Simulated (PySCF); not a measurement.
# [NdI3(H2O)]− at several levels of theory

Computed with PySCF 2.14.0 (density fitting, no spin-orbit coupling) at the geometry relaxed with PBE0:

```xyz
7
[NdI3(H2O)]− (singlet in the valence; each metal's 4f electrons, 4 of them, lie in its core potential, out of spins and levels)
Nd   -0.7376    0.0573   -0.0573
I     0.4651    2.9227    0.8219
I    -2.4319   -1.8484    1.8484
I     0.4651   -0.8219   -2.9227
O    -1.6360    1.7976   -1.7976
H    -1.1285    2.5610   -1.4641
H    -1.1285    1.4641   -2.5610
```

```tsv
level	basis	state	HOMO (eV)	gap (eV)	charge on Nd1 (e)	population of f-type functions on Nd1 (polarisation alone where 4f lies in the core)	dipole about the centre of mass (D)	largest force component (eV/Å)
PBE0	Nd lcecp-0-SVP with ECP50, I def2-SVP with ECP28, O def2-SVP, H def2-SVP	singlet	–	–	0.61	0.02	1.55	0.01
BP86	the same	singlet	–	–	0.46	0.02	1.58	0.78
revPBE	the same	singlet	–	–	0.49	0.02	1.56	0.75
```

In the lcecp rows the 4f levels are missing from HOMO and gap, and the state counts the valence alone.

Charges are Mulliken's, which hang on the basis. The relaxation used the grid (50, 194), these runs (75, 302) or, all-electron (x2c bases, spin-free X2C Hamiltonian), (99, 590).

Question: What does PBE0 with Nd lcecp-0-TZVP with ECP50, I def2-TZVP with ECP28, O def2-TZVP, H def2-TZVP give here?

Answer: state singlet, charge on Nd1 (e) 1.12, population of f-type functions on Nd1 (polarisation alone where 4f lies in the core) 0.02, dipole about the centre of mass (D) 1.26, largest force component (eV/Å) 0.19. Time: 36 s on 4 threads of AMD EPYC (Zen 3), on a shared host, from free ions and atoms.

An lcecp potential fixes the number of 4f electrons, so in runs with it no electron can move into or out of that shell; real Nd(II) is rare or takes another configuration.
